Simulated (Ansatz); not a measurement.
Species: sum formula GaH2Cl, charge 0, multiplicity 1. 
Geometry from a B3LYP-D3(BJ)/def2-TZVP (Ansatz, a quantum-chemistry and plane-wave program) optimisation:
SMILES: [Cl][GaH2]
```xyz
4

Cl     1.3067    -0.6404     0.0485
Ga    -0.6373     0.3123    -0.0237
H     -0.6084     1.8689    -0.0295
H     -1.8488    -0.6647    -0.0617
```
Charge 0, spin multiplicity 1.

Quantity: vertical ionisation energy (to the doublet state of charge +1; each state is the SCF solution reached for its spin; for the doublet T1 is 0.061), in eV. Correlated levels leave the core frozen unless marked. Open shells are spin-unrestricted. Spin-orbit coupling is left out. Frozen are the shells of the preceding noble gas and the d and f shells that filled before the atom's block. Non-relativistic. CBS marks a two-point X^-3 extrapolation of the correlation energy; Hartree-Fock from the larger set.

```tsv
level	program	vertical ionisation energy (eV)
SVWN5/def2-TZVPD	Ansatz	10.57
r2SCAN/def2-TZVPD	Ansatz	10.64
PBE0/def2-TZVPD	Ansatz	?
wB97X-V/def2-TZVPD	Ansatz	11.09
SCS-MP2/def2-TZVPPD	Ansatz	11.30
CCSD/def2-SVPD	Ansatz	11.01
CCSD/def2-TZVPPD	Ansatz	?
CCSD/def2-QZVPPD	Ansatz	?
CCSD(T)/CBS(def2-TZVPPD,def2-QZVPPD)	Ansatz	11.26
```

Problem. Some entries are withheld; supply them.

Solution. 
- PBE0/def2-TZVPD, vertical ionisation energy (eV): 10.78
- CCSD/def2-TZVPPD, vertical ionisation energy (eV): 11.07
- CCSD/def2-QZVPPD, vertical ionisation energy (eV): 11.16
